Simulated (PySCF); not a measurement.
Species: C8H13P.
SMILES with atom numbers: `[CH2:1]=[CH:2][P:3]1[CH2:4][CH2:5][CH:6]=[C:7]1[CH2:8][CH3:9]`

Structure used (GFN2-xTB), in Å, numbered top down from 1:
```xyz
22
C8H13P angstrom
C     -2.6331    1.9037    0.0118
C     -1.9422    0.7840   -0.1218
P     -0.9521    0.0749    1.2470
C     -1.2717   -1.7356    0.9091
C     -0.3353   -2.2081   -0.2099
C      0.7560   -1.1937   -0.3546
C      0.6149   -0.0396    0.2849
C      1.5383    1.1365    0.3092
C      2.7066    1.0402   -0.6633
H     -3.2095    2.3286   -0.7961
H     -2.6521    2.4414    0.9461
H     -1.9229    0.2425   -1.0616
H     -2.3256   -1.8949    0.6769
H     -1.0538   -2.2713    1.8366
H     -0.8718   -2.3048   -1.1593
H      0.0815   -3.1919    0.0205
H      1.6005   -1.4381   -0.9811
H      0.9499    2.0341    0.0896
H      1.9161    1.2521    1.3306
H      2.3452    0.9251   -1.6830
H      3.3407    0.1905   -0.4203
H      3.3099    1.9439   -0.6130
```

NICS is the negative of the GIAO shielding at a point without a nucleus: at the ring centre (0) and 1 Å above and below it (1); zz is the component along the ring normal. Level: GIAO PBE0/pcSseg-1 (PySCF, non-relativistic, gas phase) on the GFN2-xTB geometry, one conformer.

Ring bond lengths (Å), with Mayer bond orders in brackets: P3–C4 1.869 (0.97), C4–C5 1.534 (1.01), C5–C6 1.497 (1.04), C6–C7 1.327 (1.82), C7–P3 1.842 (0.93).

Question: Give the NICS values of each ring in ppm.

Answer: 
```json
{"ring": "P3–C4–C5–C6–C7", "type": "5-membered ring with P; formal bonds 1 double, 4 single", "NICS(0)": "-2.3", "NICS(1), two faces": "-3.8 / -1.9", "NICS(1)zz, two faces": "-3.9 / -1.8", "rms pucker (Å)": "0.08", "centre to ring atoms, mean (Å)": "1.36"}
```

Question: What do they say, and how far can they be read as aromaticity?

Answer: 
- P3–C4–C5–C6–C7: mean NICS(1)zz -2.9 ppm, near zero. C4, C5 have four or more neighbours, so the value isn't read as a sign of a π ring current.

Question: At the second NICS(1) probe listed for ring P3–C4–C5–C6–C7, 1 Å off the ring, what do the in-plane components average?

Answer: The isotropic value is a third of the trace: (3 × -1.9 − (-1.8))/2 = -1.9 ppm.

Question: How shielded are the nuclei of the rings and their hydrogens (means over atoms taken as equivalent)?

Answer: 
| atoms | environment | σ isotropic (ppm) |
| --- | --- | --- |
| P3 | phosphine phosphorus | 325.6 |
| C4 | sp3 carbon bound to phosphorus | 158.6 |
| C5 | allylic carbon | 148.0 |
| C6 | alkene CH carbon | 50.2 |
| C7 | fully substituted alkene carbon | 29.6 |
| H13 (×2) | methylene hydrogen | 29.76 |
| H15 (×2) | methylene hydrogen | 28.77 |
| H17 | vinylic hydrogen | 25.73 |
